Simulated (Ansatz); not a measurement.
System: C3H3N2, net charge 0, doublet state. It need not be the lowest isomer of its formula. 
Structure (B3LYP-D3(BJ)/def2-TZVP (Ansatz, a program for electronic structure) minimum search):
```xyz
8

C      0.2122    -1.1759     0.2878
C      1.1826    -0.2068     0.0185
N      0.5801     0.9516    -0.2540
N     -0.7387     0.7028    -0.1548
C     -1.0180    -0.5844     0.1746
H      2.2563    -0.2783     0.0062
H     -1.3854     1.4538    -0.3243
H     -2.0211    -0.9533     0.2949
```
Charge 0, spin multiplicity 2.

Total electronic energies in hartree. Correlated levels leave the core frozen unless marked. Open shells are spin-unrestricted. Spin-orbit coupling is left out. Non-relativistic. CBS(X,Y): correlation extrapolated as X^-3; Hartree-Fock from the larger set (for Q and 5 zeta extrapolated as (X+1)exp(-9√X)). [CCSD(T)-MP2]/basis is that difference in the basis named.

The UHF reference is spin-contaminated (<S^2> 0.27 over the pure value in the largest basis). 

```tsv
level	program	energy (Eh)
HF/cc-pVDZ	Ansatz	-224.15634
HF/cc-pVTZ	Ansatz	-224.21341
HF/CBS(cc-pVQZ,cc-pV5Z)	Ansatz	-224.2329
PBE0-D4/def2-TZVP	Ansatz + dftd4	?
HSE06-D4/def2-TZVPD	Ansatz + dftd4	-225.32322
CAM-B3LYP-D3(BJ)/def2-TZVPD	Ansatz + dftd3	-225.48124
CAM-B3LYP/def2-TZVPD	Ansatz	-225.47690
B2GP-PLYP-D4/def2-TZVPD	Ansatz + dftd4	-225.35920
MP2/6-31G*	Ansatz	-224.79680
RI-MP2/cc-pVTZ	Ansatz	-225.03941
SCS-MP2/cc-pVDZ	Ansatz	-224.80293
CCSD/6-31G*	Ansatz	-224.83581
CCSD(T)/cc-pwCVTZ	Ansatz	-225.12682
RI-MP2/CBS(cc-pVTZ,cc-pVQZ)+[CCSD(T)-MP2]/cc-pVQZ	Ansatz	-225.2194
CCSD(T)/CBS(cc-pVQZ,cc-pV5Z)	Ansatz	-225.2181
```

Problem. Fill in the missing entries.

Solution. 
- PBE0-D4/def2-TZVP, energy (Eh): -225.33383
